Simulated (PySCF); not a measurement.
Sn(Cl)4 anion (Cl4Sn), SMILES [Sn]([Cl])([Cl])([Cl])[Cl] (connectivity only; charge and spin as stated), charge -1, multiplicity 2.

The structure is a stationary point at B3LYP-D3(BJ)/def2-SVPD. The spin state was assumed, not searched. The isomer is the one that the SMILES or the coordinates give; other isomers of the formula were not compared. The def2 effective core potentials stand for the cores of Sn; spin–orbit coupling is left out.

All values below come from IEF-PCM-ωB97X/def2-SVPD (PySCF).

The values are the electrostatic part of the solvation free energy, E(continuum) − E(gas) at the gas-phase geometry, in a cavity of scaled van der Waals radii (PySCF's table); cavitation and dispersion terms are not included. A continuum can't describe solvent molecules that bind to the metal.

Computed values in water (ε = 78.36), acetone (ε = 20.49), 1-octanol (ε = 9.86):
```csv
solvent,ε,ΔG(elec) (kcal/mol)
water,78.36,-42.8
acetone,20.49,-41.2
1-octanol,9.86,-38.8
```
